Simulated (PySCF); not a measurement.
**Steps of a relaxation of [PbF3(H2O)]+**

[PbF3(H2O)]+ (singlet). PySCF 2.14.0, RKS PBE0, Pb def2-SVP with ECP60, F def2-SVP, O def2-SVP, H def2-SVP; non-relativistic Hamiltonian with scalar-relativistic core potentials where named; density fitting; no spin-orbit coupling. Origin of the start: template. Columns: position (Å) and force (eV/Å). Energies are counted from the last step; some of the 12 steps are shown. Forces carry noise of the integration grid, about 0.01 to 0.03 eV/Å.

Run from Python with OMP_NUM_THREADS=2. Where DIIS fails, smearing, a level shift and second-order steps follow.
It took 30 s on 2 threads of Arm Neoverse V2, with other jobs on the host, from the converged density of the start.

```xyz
7
step 0  E = 1.139 eV
Pb    0.0105   -0.0105    0.0105    -1.23    1.23   -1.23
F     1.0830    1.0620    1.0830     2.33    3.01    2.36
F    -1.0620   -1.0830    1.0830    -2.99   -2.37    2.37
F     1.0830   -1.0830   -1.0620     2.33   -2.36   -3.01
O    -1.2481    1.2481   -1.2481    -0.55    0.56   -0.56
H    -1.5888    2.1332   -1.0443     0.05    0.29    0.37
H    -1.5888    1.0443   -2.1332     0.05   -0.37   -0.29
```

```xyz
7
step 4  E = 0.009 eV
Pb    0.1283   -0.1360    0.1360     0.03    0.08   -0.08
F     1.0383    1.3743    1.0651    -0.16   -0.20   -0.15
F    -1.3365   -1.0868    1.0868     0.14    0.09   -0.09
F     1.0383   -1.0651   -1.3743    -0.16    0.15    0.20
O    -1.1853    1.1880   -1.1880     0.10   -0.09    0.09
H    -1.4971    2.0802   -0.9563     0.02   -0.03   -0.02
H    -1.4971    0.9563   -2.0802     0.02    0.02    0.03
```

```xyz
7
step 7  E = 0.001 eV
Pb    0.1182   -0.1367    0.1367     0.02    0.01   -0.01
F     1.0045    1.3859    1.0435     0.00    0.01    0.01
F    -1.3231   -1.0951    1.0951    -0.02   -0.03    0.03
F     1.0045   -1.0435   -1.3859     0.00   -0.01   -0.01
O    -1.1891    1.1679   -1.1679    -0.04    0.05   -0.05
H    -1.4630    2.0772   -0.9553     0.02   -0.01    0.01
H    -1.4630    0.9553   -2.0772     0.02   -0.01    0.01
```

**Question.** Where does the relaxation end?

**Answer.** It converges at step 11 in Cs:
```xyz
7
step 11  E = 0
Pb    0.0976   -0.1399    0.1399
F     0.9670    1.4001    1.0366
F    -1.2830   -1.1435    1.1435
F     0.9670   -1.0366   -1.4001
O    -1.2155    1.1636   -1.1636
H    -1.4221    2.0948   -0.9724
H    -1.4221    0.9724   -2.0948
```

**Question.** How did the contacts change?

**Answer.** 
```csv
contact,start (Å),end (Å)
Pb1–F2 (F),1.858,1.983
Pb1–F3 (F),1.858,1.980
Pb1–F4 (F),1.858,1.983
Pb1–O5 (H2O),2.180,2.263
```
